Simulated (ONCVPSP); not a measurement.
palladium ONCV: all-electron and pseudo phase curves

Pd (Z = 46), optimised norm-conserving Vanderbilt (ONCV), made with ONCVPSP 4.0.1 (PBE, scalar-relativistic). Core [Ar] 3d10, reference 4s2 4p6 4d9.75 (charge +0.25). Waves: 4s: rc 1.40 bohr, ncon 4, nbas 8, qcut 6.5 1/bohr, 2 projectors, debl 1.5 Ha; 4p: rc 1.10 bohr, ncon 3, nbas 6, qcut 7.1 1/bohr, 2 projectors, debl 1.9 Ha; 4d: rc 1.25 bohr, ncon 3, nbas 7, qcut 9 1/bohr, 1 projector; f scattering state at 0.2 Ha: rc 1.05 bohr, ncon 3, nbas 6, qcut 9.7 1/bohr, 2 projectors, debl 1.8 Ha. Local part: polynomial inside 0.85 bohr (lpopt 5, dvloc0 1 Ha). Core correction: polynomial model core, fcfact 0.45.

In the s channel the program set the typed energies aside and used -3.230, 0.250 Ha. In the p channel the program set the typed energies aside and used -1.975, 0.250 Ha.

The phase is arctan(r·R′/R) of the radial function R(r), unwrapped; energies in Ha, scanned from -5 to 5 Ha. A pole is an energy at which the radial function vanishes at the test radius. The pseudo phase is shifted by a multiple of π to meet the all-electron one at the reference energy, and phase errors are pseudo minus all-electron; the curves can meet again beyond the range given. Levels narrower than the energy grid can be missing from the lists of poles.

| channel | radius (bohr) | reference energy (Ha) | poles, all-electron | poles, pseudo | unbroken range about the reference energy with phases within 0.05 rad | phase error 1 Ha above the reference energy (rad) |
| --- | --- | --- | --- | --- | --- | --- |
| s | 1.42 | -3.23 | -2.32 | -2.32, 3.70 | below 2.5 | -0.000 |
| p | 1.12 | -1.97 | 2.27 | 2.27 | the whole range | +0.000 |
| d | 1.27 | -0.24 | 2.97 | 2.86 | the whole range | -0.001 |
| f | 1.06 | 0.20 | none | none | the whole range | -0.000 |

Note: no bound ghost flagged; GHOST(+) flagged for s at 104.0 eV.

Phases in the p channel:

| E (Ha) | all-electron | pseudo |
| --- | --- | --- |
| -4.96 | 0.601 | 0.600 |
| -4.48 | 0.360 | 0.360 |
| -4.00 | 0.037 | 0.037 |
| -3.52 | -0.330 | -0.330 |
| -3.04 | -0.657 | -0.657 |
| -2.56 | -0.901 | -0.901 |
| -2.08 | -1.073 | -1.073 |
| -1.60 | -1.195 | -1.195 |
| -1.12 | -1.284 | -1.284 |
| -0.64 | -1.352 | -1.352 |
| -0.16 | -1.405 | -1.405 |
| 0.32 | -1.448 | -1.448 |
| 0.80 | -1.485 | -1.485 |
| 1.28 | -1.516 | -1.516 |
| 1.76 | -1.544 | -1.544 |
| 2.24 | -1.569 | -1.569 |
| 2.72 | -1.593 | -1.593 |
| 3.20 | -1.615 | -1.615 |
| 3.68 | -1.637 | -1.637 |
| 4.16 | -1.658 | -1.659 |
| 4.64 | -1.680 | -1.681 |
